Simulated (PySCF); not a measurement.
Molfile (atoms numbered from 1):
```
C7H11BSi
     RDKit          3D

 20 20  0  0  0  0  0  0  0  0999 V2000
    2.5432    0.5398   -0.9645 Si  0  0  0  0  0  4  0  0  0  0  0  0
    1.5134    0.0377    0.5509 C   0  0  0  0  0  0  0  0  0  0  0  0
    0.0376    0.0646    0.2526 C   0  0  0  0  0  0  0  0  0  0  0  0
   -0.5580   -1.1231   -0.1313 C   0  0  0  0  0  0  0  0  0  0  0  0
   -1.8900   -1.4270   -0.5098 C   0  0  0  0  0  0  0  0  0  0  0  0
   -2.9962   -0.6140   -0.6046 C   0  0  0  0  0  0  0  0  0  0  0  0
   -3.0882    0.8780   -0.3202 B   0  0  0  0  0  0  0  0  0  0  0  0
   -1.8932    1.7191    0.1304 C   0  0  0  0  0  0  0  0  0  0  0  0
   -0.5930    1.3450    0.3586 C   0  0  0  0  0  0  0  0  0  0  0  0
    3.9982    0.5317   -0.6192 H   0  0  0  0  0  0  0  0  0  0  0  0
    2.2942   -0.4273   -2.0754 H   0  0  0  0  0  0  0  0  0  0  0  0
    2.1539    1.9107   -1.4125 H   0  0  0  0  0  0  0  0  0  0  0  0
    1.8412   -0.9681    0.8563 H   0  0  0  0  0  0  0  0  0  0  0  0
    1.7647    0.7257    1.3743 H   0  0  0  0  0  0  0  0  0  0  0  0
    0.1162   -1.9869   -0.1463 H   0  0  0  0  0  0  0  0  0  0  0  0
   -2.0306   -2.4869   -0.7591 H   0  0  0  0  0  0  0  0  0  0  0  0
   -3.9063   -1.1358   -0.9262 H   0  0  0  0  0  0  0  0  0  0  0  0
   -4.1589    1.4335   -0.4569 H   0  0  0  0  0  0  0  0  0  0  0  0
   -2.0727    2.7878    0.3055 H   0  0  0  0  0  0  0  0  0  0  0  0
    0.0957    2.1387    0.6787 H   0  0  0  0  0  0  0  0  0  0  0  0
  1  2  1  0
  2  3  1  0
  3  4  2  0
  4  5  1  0
  5  6  2  0
  6  7  1  0
  7  8  1  0
  8  9  2  0
  9  3  1  0
  1 10  1  0
  1 11  1  0
  1 12  1  0
  2 13  1  0
  2 14  1  0
  4 15  1  0
  5 16  1  0
  6 17  1  0
  7 18  1  0
  8 19  1  0
  9 20  1  0
M  END
```

Computational details: shielding tensors at PBE0/pcSseg-1 (GIAO), structure optimised with PBE0-D3(BJ)/def2-SVP, in PySCF (one averaged value for each set of equivalent atoms, single conformer, gas phase, relativity neglected).

**Question.** List the cross peaks expected in HSQC, COSY and HMBC spectra.

**Answer.** 

HSQC (one-bond C–H):
```tsv
δH	δC
8.47 (H19)	162.9 (C8)
8.33 (H17)	160.9 (C6)
8.00 (H16)	154.6 (C5)
7.99 (H20)	156.9 (C9)
7.37 (H15)	141.1 (C4)
2.38 (H13/H14)	27.4 (C2)
```

COSY cross peaks (H two or three bonds apart, from the bond graph; peaks can be absent where the dihedral angle is near 90°):
```tsv
δH	δH
8.47 (H19)	7.99 (H20)
8.47 (H19)	6.32 (H18)
8.33 (H17)	8.00 (H16)
8.33 (H17)	6.32 (H18)
8.00 (H16)	7.37 (H15)
4.01 (H10/H11/H12)	2.38 (H13/H14)
```

HMBC (two and three bonds, from the bond graph):
```tsv
δH	δC
8.47 (H19)	160.9 (C6), 156.9 (C9), 156.8 (C3)
8.33 (H17)	162.9 (C8), 154.6 (C5), 141.1 (C4)
8.00 (H16)	160.9 (C6), 156.8 (C3), 141.1 (C4)
7.99 (H20)	162.9 (C8), 156.8 (C3), 141.1 (C4), 27.4 (C2)
7.37 (H15)	160.9 (C6), 156.9 (C9), 156.8 (C3), 154.6 (C5), 27.4 (C2)
6.32 (H18)	162.9 (C8), 160.9 (C6), 156.9 (C9), 154.6 (C5)
4.01 (H10/H11/H12)	156.8 (C3), 27.4 (C2)
2.38 (H13/H14)	156.9 (C9), 156.8 (C3), 141.1 (C4)
```

References, each an isolated molecule treated in the same way: ¹H, ¹³C vs TMS.

Short H···H contacts in this conformer between protons four or more bonds apart (candidates for NOE cross peaks, intensity ∝ r⁻⁶): H13···H15 2.24 Å, H14···H20 2.29 Å.

Hydrogens on boron are broadened and split by ¹¹B (spin 3/2, 80 %) and 10B (spin 3). A carbon bonded to boron is broadened by the quadrupolar boron nucleus and is often missing from a measured spectrum. Shifts are as computed. Against solution values, carbons near 30 ppm lie about +2 ppm off and those near 130 ppm about +5 ppm. Of 1309 compounds with measured shifts, 239 miss one by over three times the rms of a fit or turn the order of signals round; such compounds aren't used in these exercises.
